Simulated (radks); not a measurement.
Question: All-electron atom: Yb III in [Xe] 4f14. Method: scalar-relativistic Kohn-Sham, PBEsol, spin-polarised, spherical densities, finite nucleus; Fermi nuclear charge, rms radius 5.3108 fm; computed with a radial shooting solver on a logarithmic mesh with Libxc functionals. Some entries of the table are withheld. Estimate them.

| orbital | occ. | eigenvalue (eV) | r(max) (bohr) |
|---|---|---|---|
| 1s | 2 | -61218.12 | (1) |
| 2s | 2 | -10384.87 | 0.07061 |
| 2p | 6 | -9157.125 | (2) |
| 3s | 2 | -2351.722 | 0.1995 |
| 3p | 6 | -1981.493 | 0.1966 |
| 3d | 10 | -1530.044 | (3) |
| 4s | 2 | -474.0233 | 0.4552 |
| 4p | 6 | -352.4665 | 0.4764 |
| 4d | 10 | -192.3754 | 0.4910 |
| 5s | 2 | (4) | 1.071 |
| 5p | 6 | -42.1903 | 1.232 |
| 4f | 14 | (5) | 0.4832 |

Answer: 
(1) 1s r(max) (bohr): 0.01238
(2) 2p r(max) (bohr): 0.05756
(3) 3d r(max) (bohr): 0.1602
(4) 5s eigenvalue (eV): -69.7490
(5) 4f eigenvalue (eV): -17.6637
